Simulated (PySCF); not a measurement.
Species: 4,4-dimethyl-1-hexene, C8H16.
Numbering: `[CH2:1]=[CH:2][CH2:3][C:4]([CH3:5])([CH3:6])[CH2:7][CH3:8]` (hydrogens: H9, H10 on C1; H11 on C2; H12, H13 on C3; H14, H15, H16 on C5; H17, H18, H19 on C6; H20, H21 on C7; H22, H23, H24 on C8)

Structure used (PBE0-D3(BJ)/def2-SVP), in Å, numbered top down from 1:
```xyz
24
C8H16 angstrom
C      2.860   -1.029    0.580
C      1.698   -0.432    0.851
C      0.993    0.536   -0.044
C     -0.369    0.054   -0.599
C     -0.149   -1.159   -1.504
C     -0.974    1.190   -1.428
C     -1.332   -0.358    0.532
C     -1.633    0.696    1.588
H      3.388   -0.840   -0.361
H      3.328   -1.724    1.283
H      1.210   -0.655    1.809
H      1.644    0.790   -0.897
H      0.830    1.478    0.509
H      0.295   -1.998   -0.948
H      0.529   -0.914   -2.337
H     -1.103   -1.502   -1.937
H     -1.101    2.108   -0.834
H     -1.960    0.905   -1.826
H     -0.325    1.437   -2.283
H     -2.277   -0.681    0.061
H     -0.929   -1.260    1.023
H     -0.730    0.997    2.142
H     -2.351    0.310    2.326
H     -2.072    1.606    1.152
```

All values: PBE0/pcSseg-1 (PySCF, non-relativistic), on one gas-phase PBE0-D3(BJ)/def2-SVP geometry that isn't relaxed in the solvent. The solvent is an IEF-PCM continuum (cavity from Bondi-type radii × 1.2). The model holds no explicit solvent molecules, cavitation or dispersion.

```tsv
run	E − E(gas) (kcal/mol)	HOMO (eV)	HOMO–LUMO gap (eV)	dipole (D)
gas	0.00	-7.30	7.68	0.37
P	-1.46	-7.30	7.68	0.53
Q	-1.70	-7.30	7.68	0.56
```

**Question.** The runs were made in acetonitrile and dichloromethane. Which run belongs to which solvent?

**Answer.** P = dichloromethane, Q = acetonitrile. The dielectric constants are 8.93 (dichloromethane), 35.69 (acetonitrile), and the energy falls further as ε rises. In this model the ground state sees the solvent through ε alone.

**Question.** How constant is the ratio of the lowering to (ε − 1)/(2ε + 1)?

**Answer.** 
```csv
solvent,(ε − 1)/(2ε + 1),E − E(gas) (kcal/mol),ratio (kcal/mol),polarisation term (kcal/mol)
dichloromethane,0.420,-1.46,-3.5,-1.55
acetonitrile,0.479,-1.70,-3.5,-1.83
```

The ratio changes by +2.4 % in size from dichloromethane to acetonitrile. The polarisation term is half the interaction of the solute with the induced surface charges.
